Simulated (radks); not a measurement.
Initial-state core-level shifts of the samarium ion Sm+ when its valence configuration changes from [Xe] 4f6 6s1. Method: scalar-relativistic Kohn-Sham, PBE, spin-polarised, spherical densities, point nucleus; open shells are filled with parallel spins first (spin-orbit coupling, left out, can overturn this in heavy ions); computed with a radial shooting solver on a logarithmic mesh with Libxc functionals. Shifts are changes of the shell-averaged eigenvalues in eV (positive: less bound).

valence               2s       3s       3p       4d
4f7               +6.796   +7.359   +7.347   +6.928
4f6 6s0.5 6p0.5   -0.600   -0.591   -0.591   -0.602
4f4 6s1 6p2      -22.987  -24.946  -24.902  -22.547
4f6 5d0.5 6s0.5   +0.938   +0.904   +0.904   +0.936
4f4 5d2 6s1      -15.260  -17.361  -17.317  -14.982
4f4 6p3          -24.082  -26.039  -25.994  -23.637
4f5.5 6s1.5       -4.549   -4.939   -4.930   -4.552
4f3.5 6p3.5      -30.894  -33.476  -33.417  -30.118
4f5.5 5d1 6s0.5   -2.370   -2.833   -2.824   -2.386
